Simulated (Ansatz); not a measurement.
Basis-set extrapolation for CH₉BOSi₂ (`CBO[SiH2][SiH3]`) (PBE0-D4/def2-TZVP geometry, frozen core, Ansatz 0.2.0). Multiplicity 1, RHF reference.

|  | def2-TZVPP | def2-QZVPP |
| --- | --- | --- |
| HF | -720.689295 | -720.714573 |
| MP2 correlation | -0.762693 | -0.817885 |
| CCSD(T) correlation | -0.858651 | not run |

Energies in hartree. Use E(X) = E(∞) + A·exp(−7.88·√X) for Hartree–Fock and E(X) = E(∞) + B·X^(−2.97) for correlation, with X = 3 and 4, and add CCSD(T) minus MP2 of the smaller set to the MP2 limit.

What is the CCSD(T) energy at the basis-set limit?

HF limit: -720.714573 + (-0.025278) × 0.13774 = -720.71805. MP2 limit: -0.817885 + (-0.055192) × 0.74074 = -0.85877. Higher-order term: -0.858651 − (-0.762693) = -0.09596. Total: -721.67278 hartree, 78.3 kcal/mol below CCSD(T)/def2-TZVPP.
